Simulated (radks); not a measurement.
Question: The mean radii <r> (bohr) of the occupied orbitals of an atom or ion are listed with their occupations. All-electron calculation, scalar-relativistic Kohn-Sham, r2SCAN, spin-polarised, spherical densities, finite nucleus; meta-GGA in the generalised Kohn-Sham scheme; Fermi nuclear charge, rms radius of each element as measured or else 0.836 A^(1/3) + 0.57 fm. Program: a radial shooting solver on a logarithmic mesh with Libxc functionals.

orbital  occ.     <r>
1s up       1  0.1580
1s down     1  0.1574
2s up       1  0.8207
2s down     1  0.8409
2p up       3  0.8019
2p down     1  0.8366
3p up       1   3.659

Name the element and its charge. Open shells, if any, are filled with parallel spins first.

Answer: Z = 10, neon, charge +1: Ne+ in [He] 2s2 2p4 3p1. The 1s radius gives Z: for a bare nucleus <r> = (2 gamma + 1)/(2Z) with gamma = sqrt(1 - (Z/c)^2), 0.1497 bohr for Z = 10, and screening makes it slightly larger (0.1580 here). The occupations add up to 9, and the charge is Z minus that.
